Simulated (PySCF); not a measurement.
Compound: C5H6FOS (doublet state).
Z-matrix (Å and degrees, GFN2-xTB geometry), rows numbered from 1:
```
O 
C   1  1.1985
C   2  1.5009  1  125.67
C   3  1.5266  2  113.26  1     0.24
C   4  1.5352  3  111.30  2    69.51
F   5  1.4058  4  108.34  3    58.17
C   5  1.4497  4  111.15  3  -176.61
S   7  1.5700  5  137.64  4  -123.17
H   2  1.1079  1  121.21  3  -179.87
H   3  1.0929  2  107.65  1  -121.94
H   3  1.0937  2  108.05  1   122.84
H   4  1.0901  3  110.08  2   -50.07
H   4  1.0911  3  109.84  2  -170.29
H   5  1.0997  4  109.84  3   -56.63
```

The hyperfine couplings belong to this conformer and change with its torsions.

Identity: `C(CC[C@@H](F)[C]=S)=O` [radical].

Computed with PySCF, UKS B3LYP, pcH-1 on C F H O S, non-relativistic, mean-field spin-orbit, GIAO. The structure is a single GFN2-xTB conformer in the gas phase; no vibrational or solvent corrections. The geometry wasn't refined by DFT: couplings that depend on bond lengths, twists or pyramidal angles can differ widely from those at the functional's own minimum. Stability of the SCF solution: not tested.

**Question.** Match the computed a_iso(13C) values +252.1, +103.9, +2.3 MHz with the sites C4; C5; C7.

**Answer.** 
| site | a_iso (MHz) | ρ(0) (bohr⁻³) | position | distance from C7 (Å) | spin population | largest \|T\| (MHz) |
| --- | --- | --- | --- | --- | --- | --- |
| C4 | +2.3 | +0.0021 | 2 bonds from C7 | 2.46 | 0.00 | 1.5 |
| C5 | +103.9 | +0.0924 | 1 bond from C7 | 1.45 | +0.01 | 11.2 |
| C7 | +252.1 | +0.2255 | largest spin population | 0.00 | +0.58 | 101.0 |

ρ(0) is the spin density at the nucleus and T the dipolar tensor; a_iso includes a spin–orbit part. Largest spin populations (Mulliken): C7 (+0.58) and S8 (+0.38). Main spin sites, with 60 % or more of the largest population: C7, S8; positions count bonds from the nearest.

The SMILES `O=CCC[C@@H](F)[C]=S` draws the unpaired electron on C7, whose computed spin population is only +0.58.
